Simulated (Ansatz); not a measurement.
CH3ClO2Si, SMILES `O[Si]1(Cl)CO1`. Charge 0, multiplicity 1.

Cartesian coordinates in Å:
```
O 0.884 -0.231 -1.694
Si -0.039 -0.502 -0.390
Cl -0.517 -2.460 -0.444
C -0.114 0.462 1.114
O -1.179 0.582 0.037
H 1.057 0.687 -1.915
H 0.427 1.396 1.250
H -0.519 0.066 2.042
```

What are the harmonic wavenumbers in cm⁻¹ at PBE0-D4/def2-TZVP (Ansatz, finite differences of forces, unscaled)? (Best estimate.)

The calculation gave: 184, 217, 252, 287, 336, 515, 690, 752, 780, 827, 946, 1083, 1090, 1153, 1464, 3106, 3186, 3902.

Is this a minimum?

Yes, all 18 modes are real.

Give the ideal-gas thermochemistry at 298.15 K and 1 bar (rigid rotor, harmonic oscillator; point group C1, symmetry number 1).

Zero-point energy 124.2 kJ/mol; H(298) − E = 142.3 kJ/mol; entropy 324.5 J/(mol·K), of which translation 167.5, rotation 112.5, vibration 44.5; G(298) − E = 45.6 kJ/mol.

Rotational constants (cm⁻¹)?

0.1662, 0.0895, 0.06647.
